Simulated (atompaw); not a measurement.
Pseudopotential generation for In: PAW (atompaw), PBE, scalar-relativistic.

- Element: indium
- Generator: atompaw 4.2.0.5
- Type: PAW
- Functional: PBE
- Relativity: scalar-relativistic
- Frozen core: [Kr] 4d10
- Valence charge: 3
- Reference configuration: 5s2 5p1
- Partial waves: 5s (bound): rc 2.40 bohr; 5s channel at 0.2 Ry: rc 2.40 bohr; 5p (bound): rc 2.40 bohr; 5p channel at 2.55 Ry: rc 2.40 bohr
- Local potential: bessel scheme, radius 2.10 bohr
- Core correction: smooth core density matched at 1.95 bohr
- Augmentation charge: besselshape compensation charge, radius 2.25 bohr; PAW radius 2.40 bohr; waves and projectors: custom polynom vanderbiltortho

Calculated quality:

```
Cutoffs needed                                           : 8 Ry and 10 Ry (the cutoffs (Ry, on a coarse ladder) from which the occupation-weighted sum of valence levels, in a spherical-Bessel basis at the reference potential, stays within 10 and 1 mRy of its value at 400 Ry)
Ghost test                                               : no extra level below or beside the all-electron valence levels (s, p, d, f tested) (spherical-Bessel basis up to 400 Ry, 20 bohr box)
Lowest eigenvalue of the overlap operator                : 0.21 (s channel)
Overlap eigenvalues printed by atompaw (projector basis) : 0.022, 0.15, 74.4, 128
Share of each valence orbital outside the PAW sphere     : 5s 52 %, 5p 80 %
```

Generation and tests took about 5.4 s on one core of a shared server CPU.
